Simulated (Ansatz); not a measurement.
Born–Oppenheimer molecular dynamics of a periodic cell of 24 atoms, HCl (contents 12 HCl, density as packed 1.32 g/cm³ with natural masses). It goes on from the last frame of an earlier run, with new velocities.

Theory: DFT PBE-D3(BJ), scalar-relativistic, plane waves, PAW (Ansatz 0.2.0). Settings: accuracy low, cutoff 420 eV, k mesh 1x1x1, fermi-dirac smearing 0.02 eV, no spin polarisation.

```yaml
ensemble: NVT, Langevin thermostat
time_step: 0.5 fs
steps_asked: 400
set_temperature: 700 K
friction: 0.01 /fs
seed: 125786
```

Frames 5 fs apart, positions in Å.

Velocities at 125.0 fs (Å/ps):

```
Cl -7.72 2.96 4.75
H -7.66 36.44 28.29
Cl 3.08 -11.67 -2.63
H -17.69 -18.98 8.10
Cl -1.71 -3.94 3.67
H 17.34 54.32 34.79
Cl -1.48 0.75 -10.98
H -6.38 -22.43 -8.46
Cl 1.65 -1.64 1.64
H 10.95 2.62 53.01
Cl -3.75 5.08 -0.09
H -1.10 0.37 -23.91
Cl 4.19 0.06 9.68
H -26.26 17.04 -2.87
Cl 2.16 5.97 2.10
H 20.05 66.10 -12.13
Cl -7.91 5.18 0.26
H 51.68 36.87 -8.21
Cl 1.62 0.18 2.39
H -18.90 -7.23 -25.33
Cl 1.49 -6.19 9.50
H 25.58 -10.24 -18.94
Cl 0.12 0.83 5.88
H 38.75 11.94 -24.69
```

```xyz
24
Lattice="8.1972 0.0000 0.0000 0.0000 8.1972 0.0000 0.0000 0.0000 8.1972" Properties=species:S:1:pos:R:3 time_fs=125.0 energy_less_start_eV=-0.691 T=950
Cl 4.427 7.293 2.745
H 5.534 7.923 2.684
Cl -0.150 0.234 0.688
H -1.054 -0.564 0.821
Cl 0.611 8.979 5.109
H -0.391 9.418 4.347
Cl 2.272 1.926 2.487
H 3.034 1.896 1.468
Cl 3.465 7.649 6.387
H 3.387 8.503 5.409
Cl 4.256 3.424 5.378
H 3.747 2.842 4.354
Cl 6.312 2.642 3.304
H 6.911 2.443 2.166
Cl 8.300 4.037 6.588
H 7.790 4.149 5.341
Cl 1.053 5.875 3.122
H 1.123 6.424 4.306
Cl 6.776 5.288 1.227
H 5.990 5.472 0.174
Cl 4.856 1.763 8.529
H 4.053 1.028 7.819
Cl 3.241 5.225 -0.083
H 3.286 6.167 0.859
24
Lattice="8.1972 0.0000 0.0000 0.0000 8.1972 0.0000 0.0000 0.0000 8.1972" Properties=species:S:1:pos:R:3 time_fs=130.0 energy_less_start_eV=-0.623 T=932
Cl 4.392 7.316 2.768
H 5.459 8.099 2.782
Cl -0.132 0.186 0.674
H -1.169 -0.735 0.861
Cl 0.598 8.954 5.128
H -0.278 9.668 4.502
Cl 2.261 1.931 2.437
H 3.061 1.804 1.381
Cl 3.471 7.640 6.401
H 3.478 8.629 5.581
Cl 4.236 3.448 5.384
H 3.743 2.835 4.268
Cl 6.332 2.638 3.348
H 6.790 2.510 2.137
Cl 8.309 4.070 6.594
H 7.932 4.474 5.446
Cl 1.020 5.907 3.123
H 1.343 6.596 4.198
Cl 6.787 5.287 1.234
H 5.967 5.387 0.166
Cl 4.856 1.733 8.576
H 4.187 0.930 7.685
Cl 3.242 5.226 -0.052
H 3.474 6.195 0.720
24
Lattice="8.1972 0.0000 0.0000 0.0000 8.1972 0.0000 0.0000 0.0000 8.1972" Properties=species:S:1:pos:R:3 time_fs=135.0 energy_less_start_eV=-0.592 T=879
Cl 4.367 7.341 2.797
H 5.310 8.207 2.933
Cl -0.126 0.142 0.666
H -0.992 -0.760 0.849
Cl 0.572 8.933 5.149
H -0.160 9.914 4.623
Cl 2.247 1.939 2.393
H 3.084 1.774 1.370
Cl 3.468 7.636 6.411
H 3.606 8.828 5.700
Cl 4.206 3.469 5.392
H 3.831 2.918 4.329
Cl 6.348 2.628 3.386
H 6.710 2.580 2.139
Cl 8.316 4.104 6.599
H 8.034 4.807 5.536
Cl 0.990 5.937 3.128
H 1.478 6.764 3.998
Cl 6.792 5.287 1.241
H 6.039 5.235 0.274
Cl 4.848 1.703 8.622
H 4.456 0.882 7.641
Cl 3.244 5.221 -0.022
H 3.678 6.256 0.704
24
Lattice="8.1972 0.0000 0.0000 0.0000 8.1972 0.0000 0.0000 0.0000 8.1972" Properties=species:S:1:pos:R:3 time_fs=140.0 energy_less_start_eV=-0.442 T=839
Cl 4.349 7.365 2.821
H 5.219 8.314 3.065
Cl -0.120 0.106 0.645
H -0.880 -0.964 0.846
Cl 0.537 8.915 5.176
H -0.030 10.016 4.787
Cl 2.232 1.951 2.353
H 3.077 1.759 1.431
Cl 3.464 7.646 6.407
H 3.697 8.746 5.944
Cl 4.173 3.495 5.398
H 3.882 2.950 4.227
Cl 6.376 2.619 3.424
H 6.688 2.656 2.146
Cl 8.321 4.140 6.599
H 8.155 5.087 5.645
Cl 0.964 5.962 3.132
H 1.572 6.949 3.759
Cl 6.800 5.287 1.252
H 5.969 5.071 0.162
Cl 4.839 1.675 8.659
H 4.756 0.828 7.717
Cl 3.248 5.220 0.003
H 3.730 6.209 0.620
24
Lattice="8.1972 0.0000 0.0000 0.0000 8.1972 0.0000 0.0000 0.0000 8.1972" Properties=species:S:1:pos:R:3 time_fs=145.0 energy_less_start_eV=-0.341 T=800
Cl 4.335 7.400 2.850
H 5.107 8.398 3.101
Cl -0.117 0.076 0.622
H -0.757 -1.152 0.817
Cl 0.505 8.904 5.208
H 0.073 10.106 4.918
Cl 2.220 1.965 2.323
H 3.151 1.756 1.391
Cl 3.463 7.651 6.407
H 3.779 8.949 6.052
Cl 4.144 3.524 5.400
H 3.928 3.011 4.157
Cl 6.412 2.608 3.451
H 6.721 2.662 2.224
Cl 8.316 4.178 6.593
H 8.362 5.251 5.932
Cl 0.948 5.990 3.137
H 1.607 7.048 3.451
Cl 6.799 5.279 1.253
H 6.079 4.971 0.292
Cl 4.829 1.644 8.698
H 5.020 0.681 7.754
Cl 3.264 5.217 0.014
H 3.792 6.273 0.602
24
Lattice="8.1972 0.0000 0.0000 0.0000 8.1972 0.0000 0.0000 0.0000 8.1972" Properties=species:S:1:pos:R:3 time_fs=150.0 energy_less_start_eV=-0.329 T=771
Cl 4.329 7.435 2.886
H 5.015 8.491 3.142
Cl -0.132 0.037 0.606
H -0.514 -1.106 0.790
Cl 0.478 8.901 5.242
H 0.213 10.141 5.046
Cl 2.208 1.974 2.293
H 3.115 1.792 1.377
Cl 3.477 7.660 6.401
H 3.722 8.914 6.147
Cl 4.107 3.551 5.390
H 3.949 3.143 4.234
Cl 6.438 2.590 3.473
H 6.833 2.665 2.187
Cl 8.304 4.213 6.575
H 8.561 5.498 6.190
Cl 0.926 6.021 3.142
H 1.645 7.129 3.179
Cl 6.810 5.273 1.254
H 6.023 4.852 0.252
Cl 4.826 1.605 8.722
H 5.213 0.649 7.952
Cl 3.285 5.215 0.028
H 3.810 6.287 0.550
24
Lattice="8.1972 0.0000 0.0000 0.0000 8.1972 0.0000 0.0000 0.0000 8.1972" Properties=species:S:1:pos:R:3 time_fs=155.0 energy_less_start_eV=-0.262 T=753
Cl 4.326 7.463 2.918
H 4.949 8.638 3.183
Cl -0.144 0.014 0.589
H -0.440 -1.373 0.812
Cl 0.458 8.896 5.267
H 0.414 10.227 5.184
Cl 2.194 1.977 2.272
H 3.049 1.740 1.308
Cl 3.493 7.658 6.392
H 3.634 8.923 6.230
Cl 4.073 3.578 5.385
H 3.890 3.223 4.056
Cl 6.463 2.565 3.491
H 6.957 2.613 2.323
Cl 8.293 4.253 6.551
H 8.696 5.454 6.476
Cl 0.907 6.051 3.142
H 1.618 7.105 2.932
Cl 6.816 5.268 1.244
H 6.022 4.841 0.275
Cl 4.819 1.560 8.742
H 5.383 0.570 8.124
Cl 3.314 5.214 0.039
H 3.737 6.340 0.516
24
Lattice="8.1972 0.0000 0.0000 0.0000 8.1972 0.0000 0.0000 0.0000 8.1972" Properties=species:S:1:pos:R:3 time_fs=160.0 energy_less_start_eV=-0.360 T=816
Cl 4.325 7.491 2.948
H 4.806 8.614 3.188
Cl -0.147 -0.013 0.583
H -0.326 -1.321 0.786
Cl 0.446 8.896 5.278
H 0.608 10.170 5.329
Cl 2.181 1.977 2.255
H 2.909 1.610 1.217
Cl 3.521 7.657 6.378
H 3.553 9.007 6.266
Cl 4.031 3.609 5.377
H 3.843 3.393 4.165
Cl 6.480 2.535 3.507
H 7.117 2.544 2.360
Cl 8.279 4.289 6.529
H 8.858 5.448 6.726
Cl 0.895 6.081 3.143
H 1.572 7.119 2.729
Cl 6.826 5.263 1.231
H 6.048 4.821 0.337
Cl 4.813 1.512 8.755
H 5.582 0.479 8.297
Cl 3.346 5.220 0.049
H 3.572 6.423 0.539
24
Lattice="8.1972 0.0000 0.0000 0.0000 8.1972 0.0000 0.0000 0.0000 8.1972" Properties=species:S:1:pos:R:3 time_fs=165.0 energy_less_start_eV=-0.303 T=820
Cl 4.316 7.510 2.984
H 4.757 8.758 3.257
Cl -0.153 -0.041 0.573
H -0.232 -1.276 0.771
Cl 0.433 8.893 5.289
H 0.811 10.118 5.465
Cl 2.170 1.979 2.242
H 2.741 1.465 1.208
Cl 3.550 7.668 6.355
H 3.442 8.891 6.266
Cl 3.981 3.644 5.367
H 3.755 3.510 4.065
Cl 6.491 2.512 3.514
H 7.233 2.444 2.455
Cl 8.264 4.332 6.505
H 9.009 5.352 6.943
Cl 0.885 6.108 3.145
H 1.496 7.118 2.621
Cl 6.845 5.254 1.224
H 6.006 4.751 0.301
Cl 4.811 1.465 8.754
H 5.693 0.570 8.605
Cl 3.381 5.234 0.063
H 3.339 6.432 0.601
```

Of the whole run (200 fs, mean temperature of the second half 800 K): The mean temperature of the second half is 14 % above the set value. A run of 0.2 ps of so small a system gives no equilibrium averages. Limits of this set-up: coarse k mesh, low accuracy level.

Time of the run: 16 min on 1 thread of Arm Neoverse V1 (shared host), peak memory 0.5 GiB.
